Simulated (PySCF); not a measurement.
## BeSi: frontier orbitals

ωB97X-V at R = 2.125 Å; Be def2-TZVPP, Si def2-TZVPP; no relativity (PySCF 2.14). State: ³Σ⁻ (triplet), unpaired electrons π ↑↑. Only the outer orbitals are listed, counted within each symmetry.

| spin | orbital | occ. | ε (eV) | on Be (%) | main shells (%) |
| --- | --- | --- | --- | --- | --- |
| α | 5σ | 1 | -16.05 | 23 | 76 Si s, 16 Be s |
| α | 6σ | 1 | -9.23 | 40 | 43 Si p, 39 Be s, 15 Si s |
| α | 2π | 1 | -7.56 | 23 | 76 Si p, 21 Be p |
| α | 2π | 1 | -7.56 | 23 | 76 Si p, 21 Be p |
| α | 7σ | 0 | -1.29 | 84 | 46 Be p, 38 Be s, 15 Si p |
| α | 3π | 0 | 1.11 | 76 | 76 Be p, 20 Si p |
| α | 3π | 0 | 1.11 | 76 | 76 Be p, 20 Si p |
| β | 5σ | 1 | -13.94 | 27 | 72 Si s, 21 Be s |
| β | 6σ | 1 | -8.43 | 57 | 54 Be s, 26 Si p, 16 Si s |
| β | 7σ | 0 | -1.27 | 66 | 48 Be p, 31 Si p, 18 Be s |
| β | 2π | 0 | -0.68 | 45 | 54 Si p, 45 Be p |
| β | 2π | 0 | -0.68 | 45 | 54 Si p, 45 Be p |

Problem. Which are the highest filled and the lowest empty level, where do they sit, and how wide is the gap?

Solution. Highest filled α 2π at -7.56 eV (in %: 76 Si p, 21 Be p); lowest empty α 7σ at -1.29 eV (in %: 46 Be p, 38 Be s, 15 Si p); the gap at ωB97X-V is 6.27 eV.

* bond order (Mayer): 1.75
* ⟨S²⟩: 2.082
* charge on Be (Mulliken, basis-dependent): 0.07
* charge on Be (Löwdin, basis-dependent): -0.07
* dipole moment (positive dipole means Be(−)Si(+)): -2.46 D

The state is the lowest determinant that a PBE0 search found; another state may lie lower at other levels.
